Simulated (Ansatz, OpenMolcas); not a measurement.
**How methods differ on C2HClFIn (SMILES C#[C][In]([F])[Cl])**

C2HClFIn has 6 atoms, charge 0, and is taken as a singlet. As SMILES, `C#[C][In]([F])[Cl]`. Geometry: relaxed at PBE0-D4/def2-TZVP.

Each level gives the HOMO–LUMO gap (eV). The values are calculated.

| level | kind | program | value (eV) |
| --- | --- | --- | --- |
| SVWN5/def2-SVP (core potential) | LDA | OpenMolcas | 4.81 |
| revPBE/def2-SVP (core potential) | GGA | OpenMolcas | 4.96 |
| M06-L/def2-SVP (core potential) | meta-GGA | OpenMolcas | 5.47 |
| TPSS/def2-SVP (core potential) | meta-GGA | OpenMolcas | 5.07 |
| r2SCAN/def2-SVP (core potential) | meta-GGA | OpenMolcas | 5.46 |
| CAM-B3LYP/def2-SVP (core potential) | range-separated hybrid | Ansatz | 9.26 |
| HSE06/def2-SVP (core potential) | range-separated hybrid | Ansatz | 6.25 |
| wB97X/def2-SVP (core potential) | range-separated hybrid | Ansatz | 11.36 |

The values span 4.81 to 11.36 eV. Orbital gaps aren't excitation energies.
